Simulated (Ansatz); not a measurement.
Relaxation of FH5N2Si (9 atoms, charge 0, multiplicity 1), to a largest force component of 0.02 eV/Å in at most 40 steps.

Method: Ansatz, RKS BLYP-D4/6-31G.

```xyz
9
Properties=species:S:1:pos:R:3
Si 0.000 0.000 0.000
H 0.000 0.000 1.460
F 1.499 0.000 -0.529
N -0.857 1.485 -0.606
H -1.877 1.430 -0.889
H -0.337 2.406 -0.677
N -0.857 -1.485 -0.606
H -1.392 -2.101 0.070
H -0.822 -1.734 -1.636
```

Problem. Where does it end, and by what steps?

Solution. The forces met the threshold. Limits of this set-up: no polarisation functions. After 7 steps the energy has fallen by 0.681 eV; H9 moved furthest, 0.45 Å.

```csv
step,energy less start (eV),largest force component (eV/Å),accepted
0,0.0000,5.534,yes
1,-0.4714,3.032,yes
2,-0.6404,0.269,yes
3,-0.6680,0.281,yes
4,-0.6735,0.244,yes
5,-0.6783,0.085,yes
6,-0.6800,0.079,yes
7,-0.6807,0.019,yes
```

```xyz
9
Properties=species:S:1:pos:R:3
Si -0.076 0.006 0.048
H -0.054 -0.154 1.548
F 1.580 0.148 -0.388
N -0.818 1.416 -0.685
H -1.808 1.437 -0.913
H -0.311 2.272 -0.886
N -0.931 -1.393 -0.566
H -1.035 -2.247 -0.025
H -1.190 -1.484 -1.546
```

Whether the end is a true minimum wasn't checked by a vibrational analysis.

Time of the run: 21 s on 1 thread of Arm Neoverse V1, with other jobs on the host, peak memory 0.13 GiB.
